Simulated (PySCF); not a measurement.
Start geometry of `O=C1C=CS[CH][CH+]1` [radical] from GFN2-xTB (Å):
```
atom  x, y, z in Å
O1     1.3479    2.0169    0.0166
C2     0.6770    1.0137    0.0091
C3     1.2737   -0.3278    0.0843
C4     0.5951   -1.4855    0.0547
S5    -1.1082   -1.6649   -0.0640
C6    -1.5963   -0.0195   -0.1020
C7    -0.7900    1.0532   -0.0695
H8     2.3543   -0.3169    0.1691
H9     1.1263   -2.4286    0.1104
H10   -2.6711    0.1079   -0.1562
H11   -1.1979    2.0568   -0.1044
```

What comes out of this run: PBE0-D3(BJ)/def2-SVP geometry optimisation, gas phase in PySCF 2.14.0?

```
atom  x, y, z in Å
O1     1.3440    2.0185    0.0551
C2     0.6566    0.9862    0.0231
C3     1.3000   -0.3163    0.0794
C4     0.6121   -1.5017    0.0550
S5    -1.0777   -1.6211   -0.0494
C6    -1.6191   -0.0136   -0.1068
C7    -0.7915    1.0787   -0.0690
H8     2.3923   -0.3198    0.1470
H9     1.1180   -2.4725    0.0994
H10   -2.7085    0.0801   -0.1753
H11   -1.2154    2.0868   -0.1103
```

The energy falls by 13.9 kJ/mol over 8 energy and gradient evaluations, the largest force component goes from 0.0398 to 1.7e-04 Eh/bohr, and the atoms move by 0.038 Å rms after alignment. The bond that changes most is O1=C2 (ends: oxygen bonded to C; carbon bonded to 2 C and O), which lengthens by 0.034 Å. Bonds longer at the end by more than 0.005 Å: 7 of 11; shorter: 4. Among the angles that change most is C3–C2–C7, from 115.6° to 120.0°. Rotational constants go from 5116, 1902, 1386 to 4975, 1946, 1399 MHz. The orientation of the end geometry is arbitrary; only internal coordinates are fixed.

The run used 122 basis functions and 117 SCF cycles in all. Hardware: one thread of an x86-64 server, no GPU (shared host). Cost: 2.3 min of wall time.

No PBE0-D3(BJ)/def2-SVP frequencies stand behind this structure, so it isn't proved a minimum. ⟨S²⟩ = 0.812 (exact for a doublet: 0.75).
